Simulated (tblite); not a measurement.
Species: C6H9N.
SMILES with atom numbers: `[CH2:1]=[CH:2][CH:3]([CH:4]=[CH2:5])[N:6]=[CH2:7]` (hydrogens: H8, H9 on C1; H10 on C2; H11 on C3; H12 on C4; H13, H14 on C5; H15, H16 on C7)

Computed with GFN2-xTB (tblite), gas phase: L-BFGS steps from a force-field or distance-geometry start until the largest atomic force falls under 0.01 eV/Å.

At the end of the run (lengths in Å): C3–N6 1.436, N6=C7 1.248, C4=C5 1.319, C5–H14 1.077, C7–H16 1.080, C3–H11 1.107, C2–C3 1.510, C3–N6–C7 120.1°, C1–C2–C3 124.8°, C2–C3–C4 107.5°, C2–C3–N6 110.8°, C1–C2–C3–C4 108°, C2–C3–C4–C5 107°, C2–C3–N6–C7 -123°, H11–C3–N6–C7 -1°, H11–C3–C2–C1 -134°.

Question: These geometries were met on the way; a selection of coordinates is given. Order them by energy above the end point, lowest first.
A. C3–N6 1.439, N6=C7 1.248, C4=C5 1.319, C5–H14 1.077, C7–H16 1.082, C3–H11 1.106, C2–C3 1.512, C3–N6–C7 121.5°, C1–C2–C3 124.6°, C2–C3–C4 108.5°, C2–C3–N6 110.6°, C1–C2–C3–C4 113°, C2–C3–C4–C5 120°, C2–C3–N6–C7 -136°, H11–C3–N6–C7 -14°, H11–C3–C2–C1 -128°
B. C3–N6 1.442, N6=C7 1.250, C4=C5 1.319, C5–H14 1.076, C7–H16 1.079, C3–H11 1.107, C2–C3 1.503, C3–N6–C7 117.9°, C1–C2–C3 126.5°, C2–C3–C4 109.5°, C2–C3–N6 112.4°, C1–C2–C3–C4 117°, C2–C3–C4–C5 118°, C2–C3–N6–C7 -151°, H11–C3–N6–C7 -30°, H11–C3–C2–C1 -126°
C. C3–N6 1.441, N6=C7 1.249, C4=C5 1.318, C5–H14 1.076, C7–H16 1.082, C3–H11 1.104, C2–C3 1.506, C3–N6–C7 119.7°, C1–C2–C3 124.5°, C2–C3–C4 108.9°, C2–C3–N6 111.3°, C1–C2–C3–C4 114°, C2–C3–C4–C5 119°, C2–C3–N6–C7 -148°, H11–C3–N6–C7 -25°, H11–C3–C2–C1 -127°
D. C3–N6 1.477, N6=C7 1.281, C4=C5 1.347, C5–H14 1.096, C7–H16 1.098, C3–H11 1.091, C2–C3 1.522, C3–N6–C7 113.8°, C1–C2–C3 127.8°, C2–C3–C4 109.6°, C2–C3–N6 109.7°, C1–C2–C3–C4 117°, C2–C3–C4–C5 118°, C2–C3–N6–C7 -152°, H11–C3–N6–C7 -34°, H11–C3–C2–C1 -122°
E. C3–N6 1.454, N6=C7 1.254, C4=C5 1.322, C5–H14 1.081, C7–H16 1.080, C3–H11 1.113, C2–C3 1.512, C3–N6–C7 117.0°, C1–C2–C3 126.8°, C2–C3–C4 110.2°, C2–C3–N6 112.3°, C1–C2–C3–C4 119°, C2–C3–C4–C5 117°, C2–C3–N6–C7 -151°, H11–C3–N6–C7 -33°, H11–C3–C2–C1 -123°

Answer: A (0.016 eV), C (0.029 eV), B (0.050 eV), E (0.085 eV), D (0.190 eV).

```json
{"step": "41", "E above end (eV)": "0.016", "rms distance from the end, all atoms (Å)": "0.177", "largest force (eV/Å)": "0.099", "rms shift of all bonds from the end (Å)": "0.001"}
{"step": "25", "E above end (eV)": "0.029", "rms distance from the end, all atoms (Å)": "0.268", "largest force (eV/Å)": "0.107", "rms shift of all bonds from the end (Å)": "0.002"}
{"step": "9", "E above end (eV)": "0.050", "rms distance from the end, all atoms (Å)": "0.312", "largest force (eV/Å)": "0.165", "rms shift of all bonds from the end (Å)": "0.003"}
{"step": "2", "E above end (eV)": "0.085", "rms distance from the end, all atoms (Å)": "0.322", "largest force (eV/Å)": "0.313", "rms shift of all bonds from the end (Å)": "0.007"}
{"step": "0", "E above end (eV)": "0.190", "rms distance from the end, all atoms (Å)": "0.324", "largest force (eV/Å)": "2.369", "rms shift of all bonds from the end (Å)": "0.018"}
```

Rows stand in the order of the answer.
